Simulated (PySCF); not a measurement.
CH7FOSi2

The system: CH7FOSi2, a small molecule; neutral, singlet. The structure, one conformer, was relaxed in the gas phase by PBE0-D3(BJ)/def2-SVP. No frequency run checks that it is a minimum.

SMILES: OC(F)([SiH3])[SiH3]

```xyz
12

C    -0.364   -0.061    0.424
Si    1.377    0.559    0.937
Si   -0.721   -0.117   -1.461
O    -0.539   -1.292    1.031
F    -1.287    0.864    0.954
H     1.467    0.541    2.424
H     1.556    1.948    0.423
H     2.413   -0.331    0.336
H    -0.707    1.252   -2.050
H     0.294   -0.979   -2.136
H    -2.075   -0.736   -1.616
H    -1.378   -1.678    0.746
```
Atoms count from 1 in this order.

Shieldings: GIAO PBE0/pcSseg-2. Shifts are against computed references at the same level: C TMS (σ 184.1 ppm), H TMS (σ 31.24 ppm), Si TMS (σ 341.3 ppm). Core levels by delta-SCF with SCAN, pcX-2 on the ionised atom and pcseg-1 elsewhere, spin-free X2C (2p3/2 is the spin-free 2p value less a third of a first-order spin-orbit splitting); from the vacuum level, for chosen atoms.

Give the shieldings and core levels atom by atom.


```tsv
atoms	bonded to	σ (ppm)	δ (ppm)	core level (eV)
C1	1 F + 1 O + 2 Si	65.5	118.6	1s 293.39
Si2	1 C + 3 H	407.9	-66.6	2p3/2 106.92
Si3	1 C + 3 H	405.3	-64.1	2p3/2 107.07
O4	1 C + 1 H	215.7	-	1s 539.46
F5	1 C	312.7	-	1s 691.98
H6 H7 H8	1 Si	27.21	4.03	-
H9 H10 H11	1 Si	27.25	4.00	-
H12	1 O	28.61	2.64	-
```

Values are those of this one static structure, with the three H of a rotating XH3 group averaged; atoms that internal rotation interchanges would show their mean in an NMR spectrum.

By CAM-B3LYP/def2-SVPD (TDDFT singlets, Tamm-Dancoff triplets, ionisation by delta-SCF), where does absorption start, and what does vertical ionisation take?

The lowest singlet lies at 6.71 eV (f 0.023), the strongest of the first 6 at 7.86 eV (f 0.280), the lowest triplet at 6.33 eV; vertical ionisation takes 10.02 eV.
